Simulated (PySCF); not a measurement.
A side-by-side comparison of computed properties.

First species: C₆H₁₁N₂ (charge +1).
SMILES: `CCc1c[n+](C)c[nH]1`

Second species: H6SSi2.
Numbering: `[SiH3:1][S:2][SiH3:3]` (hydrogens: H4, H5, H6 on Si1; H7, H8, H9 on Si3)

Cartesian coordinates in Å at the PBE0-D3(BJ)/def2-SVP level; atoms count from 1:
```xyz
9
H6SSi2 angstrom
Si     1.6441   -0.0473    0.0523
S      0.0672    0.1303   -1.4066
Si    -1.6232    0.0589   -0.0775
H      2.4556   -1.2673   -0.2242
H      2.5263    1.1534   -0.0078
H      1.0405   -0.1537    1.4156
H     -1.7031   -1.2524    0.6320
H     -2.8206    0.2394   -0.9459
H     -1.5598    1.1507    0.9389
```

Levels: PBE0/def2-SVPD for HOMO energy, LUMO energy, HOMO–LUMO gap, static isotropic polarisability and electronic spatial extent ⟨r²⟩ about the centre of nuclear charge; TDDFT PBE0/def2-SVPD for lowest singlet excitation; PBE0-D3(BJ)/def2-SVP for rotational constant A and rotational constant C. Geometries: PBE0-D3(BJ)/def2-SVP. Each structure is a single optimised conformer of the isolated species, non-relativistic unless stated. Electronic properties by PySCF.

Dipoles, sizes and rotational constants follow the conformer. The torsions of the flexible species, by atom-mapped SMILES:
- `[CH3:1][CH2:2][c:3]1[cH:4][n+:5]([CH3:6])[cH:7][nH:8]1`: C1–C2–C3–C4 -123°

Question: Which has the higher HOMO energy?

Answer: The second: -7.48 eV against -11.86 eV, a difference of 4.38 eV.

Question: Which has the higher HOMO–LUMO gap?

Answer: The second: 7.03 eV against 6.78 eV, a difference of 0.25 eV.

Question: Which of the two has the higher ⟨r²⟩, and by how much?

Answer: The first: 1137 bohr² against 579 bohr², a difference of 558 bohr².

Question: Which has the higher rotational constant A?

Answer: The second: 9.470 GHz against 5.783 GHz, a difference of 3.687 GHz.

Question: Which of the two has the higher S1 energy, and by how much?

Answer: The first: 6.03 eV against 5.70 eV, a difference of 0.33 eV.

Question: Which of the two has the higher static isotropic polarisability, and by how much?

Answer: The first: 79.5 au against 78.1 au, a difference of 1.4 au.

Question: Which has the higher rotational constant C?

Answer: The second: 2.254 GHz against 1.071 GHz, a difference of 1.183 GHz.

Question: Which of the two has the higher LUMO energy, and by how much?

Answer: The second: -0.45 eV against -5.08 eV, a difference of 4.63 eV.

On the first: In wavenumbers S1 is 48700 cm⁻¹ (1 eV = 8065.54 cm⁻¹). S1 lies 0.75 eV below the HOMO–LUMO gap; its leading configuration is HOMO→LUMO, weight 0.96.

On the second: The 10 singlets span 5.70 to 7.76 eV, and their oscillator strengths add up to 0.16. S1 lies 1.33 eV below the HOMO–LUMO gap; its leading configuration is HOMO→LUMO, weight 0.99.
